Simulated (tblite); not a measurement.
Species: C4H8OSi.
Cartesian coordinates in Å at the GFN2-xTB level; atoms count from 1:
```
atom  x, y, z in Å
C1     2.7020   -0.8124    0.1835
C2     1.5769   -0.1629    0.4338
O3     0.3932   -0.5381   -0.1172
C4    -0.6690    0.3297   -0.1368
C5    -0.5747    1.6506   -0.0305
Si6   -2.2616   -0.6646   -0.3752
H7     2.7314   -1.6347   -0.5084
H8     3.6159   -0.5369    0.6745
H9     1.5325    0.6692    1.1289
H10   -1.4668    2.2478   -0.0629
H11    0.3567    2.1845    0.0737
H12   -2.3877   -1.5927    0.7495
H13   -2.1596   -1.4064   -1.6308
H14   -3.3899    0.2665   -0.4042
```

Method: GFN2-xTB as coded in tblite; computed harmonic values from a numerical Hessian at the method's own geometry, unscaled. This tight-binding method is rough: wavenumbers can miss measured ones by several per cent, in bad cases by 10 to 20. Modes of hydrogen on silicon can be 10 to 20 % off. One conformer, not necessarily the lowest.

Harmonic wavenumbers (cm⁻¹): 70.2, 81.0, 92.9, 166.6, 291.9, 351.9, 395.8, 445.3, 552.6, 580.4, 661.8, 711.5, 735.5, 763.6, 780.7, 788.4, 830.2, 853.9, 896.2, 1002.0, 1011.9, 1137.4, 1208.0, 1292.0, 1377.9, 1405.7, 1655.9, 1693.1, 2264.0, 2269.3, 2278.9, 3019.3, 3086.1, 3128.5, 3146.9, 3165.9.

A = 6269, B = 1547, C = 1274 MHz; mass 100.034 u (most abundant isotopes); point group C1, symmetry number 1.

**Question.** What is the zero-point energy?

**Answer.** Half the sum of the wavenumbers: 22097 cm⁻¹ = 63.18 kcal/mol.

**Question.** Give the ideal-gas entropy at 200 K and 1 bar in the rigid-rotor, harmonic-oscillator model (classical rotation).

**Answer.** Translation 37.76, rotation 26.47, vibration 14.14: S = 78.4 cal/(mol K).

**Question.** And Cp and H(200 K) − H(0)?

**Answer.** Cp = 23.62 cal/(mol K), of which vibrations give 15.68 (their classical limit is 36 R = 71.5); H(200 K) − H(0) = 3.14 kcal/mol without the zero-point energy, 1.55 from vibrations.

**Question.** Which modes carry the vibrational entropy at 200 K?

**Answer.** 70.2 cm⁻¹: 3.37; 81.0 cm⁻¹: 3.09; 92.9 cm⁻¹: 2.82; 166.6 cm⁻¹: 1.74; 291.9 cm⁻¹: 0.84; 351.9 cm⁻¹: 0.60 cal/(mol K); the other 30 give 1.68 together.

**Question.** Blend soft modes into free rotors: weight 1/[1 + (100 cm⁻¹/ν̃)⁴] for the oscillator and the rest for a rotor with moment μB/(μ + B), μ = h/(8π²ν), B = 10⁻⁴⁴ kg m². What vibrational entropy results?

**Answer.** 13.27 cal/(mol K) in place of 14.14, which changes −T·S at 200 K by +0.17 kcal/mol.

Hindered rotation and anharmonicity are outside this model. Other conformers, if any are populated, would add a mixing term that is left out. The structure is chiral; the term R ln 2 for an equal mix with its mirror image is left out.
